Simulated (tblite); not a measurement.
Species: C₆H₅BrO₂S.
Bonds: C1–S2, S2–C3, C3–C4 (aromatic), C4–C5 (aromatic), C5–O6 (aromatic), O6–C7 (aromatic), C7–C8, C8–O9 (double), C8–Br10, C3–C7 (aromatic). Hydrogens: H11, H12, H13 on C1; H14 on C4; H15 on C5.

Computed with GFN2-xTB (tblite), gas phase: L-BFGS steps from a force-field or distance-geometry start until the largest atomic force falls under 0.01 eV/Å.

The end geometry, which sets the zero of energy:
```
atom  x, y, z in Å
C1     -2.6592   -0.4482    0.2599
S2     -1.0989   -1.3886    0.2251
C3      0.0411   -0.1120    0.0107
C4     -0.1438    1.2865   -0.1085
C5      1.1053    1.8162   -0.2650
O6      2.0455    0.8795   -0.2526
C7      1.4204   -0.3107   -0.0854
C8      2.1107   -1.5502   -0.0292
O9      1.6549   -2.6426    0.1103
Br10    4.0591   -1.3151   -0.2194
H11    -2.6540    0.2437    1.0958
H12    -3.4467   -1.1823    0.3938
H13    -2.7965    0.0726   -0.6821
H14    -1.0670    1.8264   -0.0824
H15     1.4247    2.8327   -0.3929
```

**Question.** These geometries come from the run, each turned onto the end geometry. Order them by energy, lowest first.
A.
```
atom  x, y, z in Å
C1     -2.7474   -0.5265    0.3166
S2     -1.0718   -1.2844    0.2515
C3      0.1416   -0.0449   -0.0016
C4     -0.0642    1.3464   -0.1605
C5      1.1533    1.9180   -0.3329
O6      2.1203    0.9823   -0.3172
C7      1.5443   -0.2450   -0.1140
C8      2.1528   -1.5535   -0.0046
O9      1.5604   -2.5250    0.1665
Br10    4.0858   -1.6635   -0.1725
H11    -2.9840   -0.0811    1.2878
H12    -3.4654   -1.3488    0.1445
H13    -2.8570    0.2247   -0.4670
H14    -0.9993    1.8583   -0.1318
H15     1.4264    2.9510   -0.4867
```
B.
```
atom  x, y, z in Å
C1     -2.6489   -0.4404    0.2744
S2     -1.0965   -1.3928    0.2272
C3      0.0426   -0.1182    0.0110
C4     -0.1496    1.2775   -0.1166
C5      1.0932    1.8114   -0.2968
O6      2.0387    0.8800   -0.2858
C7      1.4213   -0.3114   -0.0964
C8      2.1134   -1.5479   -0.0129
O9      1.6560   -2.6357    0.1592
Br10    4.0590   -1.3203   -0.2135
H11    -2.6999    0.1359    1.1937
H12    -3.4505   -1.1714    0.2520
H13    -2.7119    0.2006   -0.5991
H14    -1.0737    1.8124   -0.0793
H15     1.4026    2.8283   -0.4390
```
C.
```
atom  x, y, z in Å
C1     -2.7105   -0.5125    0.3079
S2     -1.0476   -1.3102    0.2617
C3      0.0934   -0.0356   -0.0025
C4     -0.0781    1.3537   -0.1509
C5      1.1713    1.8714   -0.3380
O6      2.1152    0.9400   -0.3065
C7      1.4792   -0.2334   -0.1047
C8      2.0917   -1.5061   -0.0088
O9      1.5330   -2.5386    0.1726
Br10    4.0852   -1.5879   -0.1802
H11    -2.9246   -0.0859    1.2829
H12    -3.4005   -1.3316    0.1361
H13    -2.8460    0.2202   -0.4801
H14    -1.0151    1.8694   -0.1293
H15     1.4491    2.8950   -0.4821
```
D.
```
atom  x, y, z in Å
C1     -2.6626   -0.5233    0.2986
S2     -1.0439   -1.3509    0.2449
C3      0.0508   -0.0387    0.0092
C4     -0.1051    1.3597   -0.1445
C5      1.1538    1.8584   -0.3295
O6      2.0769    0.9030   -0.2998
C7      1.4254   -0.2656   -0.0932
C8      2.0528   -1.5335    0.0005
O9      1.5206   -2.5885    0.1780
Br10    4.0014   -1.4321   -0.1950
H11    -2.8153   -0.0573    1.2667
H12    -3.3954   -1.3111    0.1503
H13    -2.7335    0.2064   -0.4988
H14    -1.0183    1.9152   -0.1227
H15     1.4880    2.8662   -0.4867
```
E.
```
atom  x, y, z in Å
C1     -2.6632   -0.4392    0.2698
S2     -1.1114   -1.3929    0.2322
C3      0.0394   -0.1234    0.0080
C4     -0.1457    1.2752   -0.1165
C5      1.1027    1.8063   -0.2786
O6      2.0432    0.8705   -0.2711
C7      1.4191   -0.3189   -0.0966
C8      2.1210   -1.5496   -0.0221
O9      1.6784   -2.6442    0.1381
Br10    4.0680   -1.2861   -0.2187
H11    -2.6914    0.1944    1.1505
H12    -3.4632   -1.1708    0.3128
H13    -2.7530    0.1532   -0.6339
H14    -1.0708    1.8122   -0.0783
H15     1.4227    2.8212   -0.4176
```

**Answer.** E (0.003 eV), B (0.007 eV), D (0.031 eV), C (0.121 eV), A (0.358 eV).

In the order of the answer:

| step | E above end (eV) | largest force (eV/Å) | rms force component (eV/Å) | rms distance from end (Å) | rms bond change (Å) | bond most changed (Å) |
| --- | --- | --- | --- | --- | --- | --- |
| 41 | 0.003 | 0.09 | 0.024 | 0.044 | 0.001 | S2–C3 +0.003 |
| 35 | 0.007 | 0.05 | 0.016 | 0.074 | 0.001 | C8–Br10 -0.003 |
| 17 | 0.031 | 0.09 | 0.030 | 0.162 | 0.003 | C8–Br10 -0.011 |
| 6 | 0.121 | 0.56 | 0.166 | 0.196 | 0.011 | C8–Br10 +0.031 |
| 1 | 0.358 | 4.21 | 0.920 | 0.218 | 0.020 | C8=O9 -0.041 |

The cost below is that of the whole relaxation. On Arm Neoverse V1, one thread, no GPU, shared host, this took 0.59 s of wall time.
